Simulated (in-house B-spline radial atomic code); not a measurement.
Configurations of Co IX (Co8+), with energies counted from [Ar] 3d1. All numbers are computed (Dirac-Hartree-Fock, average of configuration; Fermi nucleus of rms radius 3.7875 fm) with an all-electron radial atomic-structure program (B-spline basis), not measured. Energies include first-order Breit, QED and recoil terms.

Occupations are held fixed; configurations that lie above the ionisation limit could autoionise.

```csv
configuration,E - E(ref) (eV),highest orbital,its <r> (bohr)
[Ar] 5s1,118.33,5s1/2,2.789
[Ar] 5p1,123.97,5p3/2,2.947
[Ne] 3s2 3p5 3d1 4s1,126.28,4s1/2,1.587
[Ar] 5d1,132.62,5d5/2,3.205
[Ar] 5f1,139.22,5f7/2,3.328
[Ar] 6s1,142.1,6s1/2,4.321
[Ar] 6d1,149.68,6d5/2,4.91
[Ar] 6g1,154.13,6g9/2,4.87
[Ar] 7p1,156.79,7p3/2,6.472
[Ne] 3s2 3p5 3d1 6s1,201.88,6s1/2,4.324
[Ne] 3s2 3p5 3d1 7f1,221.44,7f7/2,7.254
```

Problem. Order these further configurations by energy, lowest first.
A. [Ar] 7s1
B. [Ne] 3s2 3p5 3d1 7g1
C. [Ne] 3s2 3p5 3d2
D. [Ar] 6f1
E. [Ar] 7g1

Solution. C (61.286 eV), D (153.24 eV), A (155.03 eV), E (162.27 eV), B (222.02 eV).

Problem. How far above the reference does [Ne] 3s2 3p5 3d1 5f1 lie?

Solution. 198.95 eV; its least bound orbital is 5f7/2 with <r> = 3.326 bohr.

Problem. How far above the reference does [Ar] 4f1 lie?

Solution. 113.65 eV; its least bound orbital is 4f7/2 with <r> = 1.871 bohr.

Problem. How far above the reference does [Ne] 3s2 3p5 3d1 7s1 lie?

Solution. 214.81 eV; its least bound orbital is 7s1/2 with <r> = 6.189 bohr.

Problem. One of these lies 79.23 eV from the reference. Which?
A. [Ar] 4d1
B. [Ar] 7f1
C. [Ne] 3s2 3p5 3d1 6g1
D. [Ar] 4p1

Solution. D.
